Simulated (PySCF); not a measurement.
C7H10Si2.
Numbering: `[CH:1]#[C:2][Si@H:3]1[CH:4]=[CH:5][Si@@H:6]([CH3:7])[CH:8]=[CH:9]1`

Structure used (PBE0-D3(BJ)/def2-SVP), in Å, numbered top down from 1:
```xyz
19
C7H10Si2 angstrom
C      3.515    0.776   -2.001
C      2.855    0.502   -1.015
Si     1.836    0.096    0.464
C      0.608    1.470    0.783
C     -0.727    1.301    0.835
Si    -1.632   -0.316    0.548
C     -2.802   -0.155   -0.914
C     -0.387   -1.684    0.237
C      0.950   -1.527    0.185
H      4.101    1.017   -2.870
H      2.785   -0.024    1.614
H      1.019    2.478    0.945
H     -1.347    2.187    1.042
H     -2.437   -0.652    1.768
H     -3.347   -1.096   -1.087
H     -3.545    0.639   -0.740
H     -2.240    0.091   -1.828
H     -0.790   -2.693    0.061
H      1.576   -2.405   -0.031
```

NICS = −σ at a ghost point: NICS(0) at the centroid of the ring atoms, NICS(1) 1 Å to either side along the normal of their mean plane, zz for the tensor component along that normal. Level: GIAO PBE0/pcSseg-1 (PySCF, non-relativistic, gas phase) on the PBE0-D3(BJ)/def2-SVP geometry, one conformer.

Ring bond lengths (Å), with Mayer bond orders in brackets: Si3–C4 1.870 (0.89), C4–C5 1.346 (1.94), C5–Si6 1.876 (0.88), Si6–C8 1.876 (0.88), C8–C9 1.346 (1.94), C9–Si3 1.870 (0.89).

Give the NICS values of each ring in ppm.

| ring | type | NICS(0) | NICS(1), two faces | NICS(1)zz, two faces | rms pucker (Å) | centre to ring atoms, mean (Å) |
| --- | --- | --- | --- | --- | --- | --- |
| Si3–C4–C5–Si6–C8–C9 | 6-membered ring with 2 Si; formal bonds 2 double, 4 single | 1.2 | -0.5 / -0.7 | 5.6 / 4.0 | 0.01 | 1.70 |

What do they say, and how far can they be read as aromaticity?

- Si3–C4–C5–Si6–C8–C9: mean NICS(1)zz 4.8 ppm, deshielded. Si3, Si6 have four or more neighbours; no verdict on aromaticity is drawn.

What is the mean of the two in-plane components of NICS at the first NICS(1) probe listed for ring Si3–C4–C5–Si6–C8–C9, 1 Å off the ring?

The isotropic value is a third of the trace: (3 × -0.5 − (5.6))/2 = -3.5 ppm.

How shielded are the nuclei of the rings and their hydrogens (means over atoms taken as equivalent)?

| atoms | environment | σ isotropic (ppm) |
| --- | --- | --- |
| Si3 | SiH silicon | 427.5 |
| C4 (×2) | alkene CH carbon | 31.2 |
| C5 (×2) | alkene CH carbon | 25.6 |
| Si6 | SiH silicon | 399.8 |
| H11 | Si–H hydrogen | 26.54 |
| H12 (×2) | vinylic hydrogen | 24.13 |
| H13 (×2) | vinylic hydrogen | 24.02 |
| H14 | Si–H hydrogen | 26.72 |

How do the values depend on the level or the medium?

```tsv
level	NICS(0), Si3–C4–C5–Si6–C8–C9	mean NICS(1)zz, Si3–C4–C5–Si6–C8–C9
PBE0/pcSseg-1, gas	1.2	4.8
wB97X-D/pcSseg-1, gas	1.2	4.7
```

The geometry is the same throughout.
